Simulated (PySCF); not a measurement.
The GFN2-xTB optimisation was started from `[CH2:1][CH2:2][c:3]1[cH:4][c:5](=[O:6])[o:7][cH:8][c:9]1[F:10]` (hydrogens: H11, H12 on C1; H13, H14 on C2; H15 on C4; H16 on C8), doublet state, and ended at this geometry:
```
atom  x, y, z in Å
C1     1.765   -0.039    0.623
C2     1.642   -0.428   -0.794
C3     0.362   -0.066   -0.015
C4    -0.568   -1.103    0.352
C5    -1.974   -0.915    0.420
O6    -2.787   -1.761    0.719
O7    -2.463    0.358    0.115
C8    -1.628    1.351   -0.228
C9    -0.303    1.209   -0.305
F10    0.474    2.255   -0.658
H11    1.966   -0.798    1.361
H12    2.149    0.941    0.861
H13    1.757   -1.466   -1.065
H14    1.939    0.277   -1.555
H15   -0.203   -2.087    0.592
H16   -2.135    2.282   -0.434
```

The calculation used UKS B3LYP, pcH-1 on C F H O, non-relativistic, mean-field spin-orbit, GIAO in PySCF. The structure is a single GFN2-xTB conformer in the gas phase; no vibrational or solvent corrections. A GFN2-xTB geometry isn't a minimum of the functional, and hyperfine couplings can be far from their values at a DFT geometry.

Problem. Are the bonds of the SMILES still those of the final geometry?

Solution. No. Not drawn but now within bonding distance: C1–C3 (1.54 Å). The EPR parameters below belong to the final geometry, not to the drawn structure.

Problem. Give the principal g values and ⟨S²⟩.

Solution. g = 2.00217, 2.00398, 2.00524, g_iso = 2.00380 (shifts -152, 1659, 2925 ppm). ⟨S²⟩ = 0.7579 against the exact 0.7500, so spin contamination is small.

Problem. List the hyperfine couplings and spin populations atom by atom, in mT.

Solution. 
```json
{"atom": "C1", "isotope": "13C", "a_iso": "1.49", "T1": "-0.39", "T2": "-0.38", "T3": "0.77", "Mulliken spin population": "0.10", "distance from C4 (Å)": "2.58"}
{"atom": "C2", "isotope": "13C", "a_iso": "1.49", "T1": "-0.39", "T2": "-0.38", "T3": "0.77", "Mulliken spin population": "0.10", "distance from C4 (Å)": "2.58"}
{"atom": "C3", "isotope": "13C", "a_iso": "-1.12", "T1": "-0.15", "T2": "-0.01", "T3": "0.17", "Mulliken spin population": "-0.07", "distance from C4 (Å)": "1.44"}
{"atom": "C4", "isotope": "13C", "a_iso": "2.03", "T1": "-2.08", "T2": "-2.07", "T3": "4.15", "Mulliken spin population": "0.74", "distance from C4 (Å)": "0.00"}
{"atom": "C5", "isotope": "13C", "a_iso": "-1.41", "T1": "-0.29", "T2": "0.06", "T3": "0.23", "Mulliken spin population": "-0.08", "distance from C4 (Å)": "1.42"}
{"atom": "O6", "isotope": "17O", "a_iso": "-0.46", "T1": "-2.15", "T2": "1.07", "T3": "1.08", "Mulliken spin population": "0.19", "distance from C4 (Å)": "2.34"}
{"atom": "O7", "isotope": "17O", "a_iso": "-0.01", "T1": "-0.41", "T2": "0.21", "T3": "0.21", "Mulliken spin population": "0.03", "distance from C4 (Å)": "2.40"}
{"atom": "C8", "isotope": "13C", "a_iso": "-0.08", "T1": "-0.04", "T2": "0.00", "T3": "0.05", "Mulliken spin population": "0.00", "distance from C4 (Å)": "2.73"}
{"atom": "C9", "isotope": "13C", "a_iso": "-0.01", "T1": "-0.03", "T2": "0.00", "T3": "0.03", "Mulliken spin population": "0.01", "distance from C4 (Å)": "2.42"}
{"atom": "F10", "isotope": "19F", "a_iso": "-0.08", "T1": "-0.04", "T2": "0.02", "T3": "0.02", "Mulliken spin population": "0.00", "distance from C4 (Å)": "3.66"}
{"atom": "H11", "isotope": "1H", "a_iso": "-0.19", "T1": "-0.23", "T2": "-0.01", "T3": "0.24", "Mulliken spin population": "0.00", "distance from C4 (Å)": "2.75"}
{"atom": "H12", "isotope": "1H", "a_iso": "0.37", "T1": "-0.19", "T2": "-0.05", "T3": "0.24", "Mulliken spin population": "0.00", "distance from C4 (Å)": "3.44"}
{"atom": "H13", "isotope": "1H", "a_iso": "-0.19", "T1": "-0.23", "T2": "-0.01", "T3": "0.24", "Mulliken spin population": "0.00", "distance from C4 (Å)": "2.75"}
{"atom": "H14", "isotope": "1H", "a_iso": "0.37", "T1": "-0.19", "T2": "-0.05", "T3": "0.25", "Mulliken spin population": "0.00", "distance from C4 (Å)": "3.44"}
{"atom": "H15", "isotope": "1H", "a_iso": "-1.64", "T1": "-0.92", "T2": "-0.08", "T3": "1.00", "Mulliken spin population": "-0.03", "distance from C4 (Å)": "1.08"}
{"atom": "H16", "isotope": "1H", "a_iso": "0.00", "T1": "-0.04", "T2": "-0.03", "T3": "0.07", "Mulliken spin population": "0.00", "distance from C4 (Å)": "3.81"}
```

T1 to T3 are the principal values of the dipolar part (MHz turned into mT with g_iso). The largest population is on C4 (+0.74); the positive ones add up to 1.18 and the negative ones to -0.18.
